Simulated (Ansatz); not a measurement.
## Two-coordinate energy map

SnHF2 (SMILES [F][SnH][F]), doublet, PBE0-D4/def2-TZVP minimum:

```
4
angstrom
F 0.6742 -1.2256 1.0472
Sn -0.5352 -0.0422 0.1416
F 0.3447 1.6511 0.3457
H -0.4282 -0.4436 -1.5547
```

Rows set the bond length Sn2–H4 (Å; 1.746 at the minimum), columns the angle F3–Sn2–F1 (°; 101.8), set in this order; the parts move rigidly, in a bend the first-named atom's side turns in the plane, and in a torsion the whole end group turns. CCSD(T) energies count from the value at that structure, in eV. Ansatz 0.2.0; basis: def2-TZVPP; cores frozen in the correlated methods; orbitals are unrestricted. Filled d shells of the heavier atoms are correlated. Core potentials replace the inner electrons of the atoms past krypton. The def2 sets are not built for correlating such inner shells, so the correlated values are less sure here.

```json
{"Sn2–H4 \\ F3–Sn2–F1": "1.432", "71.8": "1.611", "86.8": "0.971", "101.8": "0.814", "116.8": "0.921", "131.8": "1.207"}
{"Sn2–H4 \\ F3–Sn2–F1": "1.613", "71.8": "0.879", "86.8": "0.243", "101.8": "0.088", "116.8": "?", "131.8": "0.479"}
{"Sn2–H4 \\ F3–Sn2–F1": "1.879", "71.8": "0.861", "86.8": "0.242", "101.8": "0.103", "116.8": "0.224", "131.8": "0.514"}
{"Sn2–H4 \\ F3–Sn2–F1": "2.532", "71.8": "1.516", "86.8": "0.969", "101.8": "–", "116.8": "–", "131.8": "–"}
```

(1) Fill in the withheld cells. (Judge from chemistry; the value comes from the calculation.)

No T1 diagnostic of these runs exceeds 0.022. ⟨S²⟩ of the unrestricted Hartree–Fock references: 0.75 to 0.84 (a pure state has 0.75). The unrestricted reference is spin-contaminated, which hurts MP2 most.

Answers

(1) The calculation gives: (1.613, 116.8): 0.196 eV. These count from the CCSD(T) energy at the PBE0-D4 minimum.

The same grid for a cheaper method: PBE0-D4 − CCSD(T), both counted from the minimum, in eV:
```
Sn2–H4 \ F3–Sn2–F1    71.8    86.8   101.8   116.8   131.8
             1.432   0.034   0.060   0.069   0.061   0.042
             1.613  -0.004   0.022   0.030   0.022   0.003
             1.879  -0.059  -0.035  -0.028  -0.037  -0.055
             2.532  -0.090  -0.074       –       –       –
```

For scale, one of the runs: CCSD(T)/def2-TZVPP, 126 basis functions (an equivalent command: `ansatz run in.yaml --threads 4`). The run took 74 s on 4 CPU threads (shared host), with 1.7 GiB of host memory at its peak.
